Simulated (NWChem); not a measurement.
Species: C$_{4}$H$_{4}$OS; SMILES Oc1cccs1

```xyz
10

O     -0.1586    -2.1578     0.0000
C     -0.2258    -0.8166     0.0000
C     -1.3765    -0.0744     0.0000
C     -1.1082     1.3254     0.0000
C      0.2239     1.6278     0.0000
S      1.1899     0.1938     0.0000
H      0.7580    -2.4520     0.0000
H     -2.3670    -0.5285     0.0000
H     -1.8875     2.0892     0.0000
H      0.7059     2.6037     0.0000
```
Atoms are numbered in this order, from 1.

Level: PBE0/def2-SVP (NWChem), optimised geometry, unscaled harmonic frequencies. 

List the harmonic frequencies with IR intensities, and the thermochemistry.


```json
[
 {"frequency (cm⁻¹)": "101", "IR intensity (km/mol)": "121.2"},
 {"frequency (cm⁻¹)": "264", "IR intensity (km/mol)": "0.5"},
 {"frequency (cm⁻¹)": "373", "IR intensity (km/mol)": "7.6"},
 {"frequency (cm⁻¹)": "511", "IR intensity (km/mol)": "13.1"},
 {"frequency (cm⁻¹)": "562", "IR intensity (km/mol)": "2.1"},
 {"frequency (cm⁻¹)": "568", "IR intensity (km/mol)": "3.8"},
 {"frequency (cm⁻¹)": "678", "IR intensity (km/mol)": "57.4"},
 {"frequency (cm⁻¹)": "717", "IR intensity (km/mol)": "15.6"},
 {"frequency (cm⁻¹)": "751", "IR intensity (km/mol)": "3.1"},
 {"frequency (cm⁻¹)": "815", "IR intensity (km/mol)": "19.6"},
 {"frequency (cm⁻¹)": "861", "IR intensity (km/mol)": "14.9"},
 {"frequency (cm⁻¹)": "918", "IR intensity (km/mol)": "0.0"},
 {"frequency (cm⁻¹)": "1052", "IR intensity (km/mol)": "4.3"},
 {"frequency (cm⁻¹)": "1087", "IR intensity (km/mol)": "4.3"},
 {"frequency (cm⁻¹)": "1159", "IR intensity (km/mol)": "45.5"},
 {"frequency (cm⁻¹)": "1268", "IR intensity (km/mol)": "4.4"},
 {"frequency (cm⁻¹)": "1313", "IR intensity (km/mol)": "259.0"},
 {"frequency (cm⁻¹)": "1421", "IR intensity (km/mol)": "25.6"},
 {"frequency (cm⁻¹)": "1558", "IR intensity (km/mol)": "62.7"},
 {"frequency (cm⁻¹)": "1656", "IR intensity (km/mol)": "97.9"},
 {"frequency (cm⁻¹)": "3238", "IR intensity (km/mol)": "3.5"},
 {"frequency (cm⁻¹)": "3260", "IR intensity (km/mol)": "0.4"},
 {"frequency (cm⁻¹)": "3285", "IR intensity (km/mol)": "2.6"},
 {"frequency (cm⁻¹)": "3896", "IR intensity (km/mol)": "118.4"}
]
```

| Quantity | Result |
|---|---|
| zero-point energy | 44.7 kcal/mol |
| thermal correction to the enthalpy at 298.15 K (with zero-point energy) | 48.8 kcal/mol |
| heat capacity Cv | 20.0 cal/(mol K) |
| entropy at 298.15 K and 1 atm (symmetry number 1) | 75.7 cal/(mol K) |
| dipole moment | 0.98 D |

Rigid rotor and harmonic oscillator.
